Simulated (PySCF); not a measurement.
I3Sb, SMILES [I][Sb+]([I])[I], charge +1, multiplicity 2.

Coordinates come from a PBE-D3(BJ)/def2-SVP optimisation. The def2 effective core potentials stand for the cores of I, Sb; spin–orbit coupling is left out.

Method: PBE/def2-TZVP (PySCF).

The molecule is in vacuum.

**Question.** Estimate the frontier levels, dipole moment and polarisability. (Estimate from the structure and the level; the computed values follow.)

**Answer.** 
* **α spin, highest occupied and lowest empty level**: -11.24 and -8.42 eV
* **β spin, highest occupied and lowest empty level**: -11.18 and -10.80 eV
* **dipole moment about the centre of nuclear charge**: 0.59 D
* **mean static polarisability**: 160.0 bohr³ (23.72 Å³)
* **polarisability, principal values**: 89.9, 195.1, 195.1 bohr³
* **⟨S²⟩**: 0.753 (pure state 0.75)
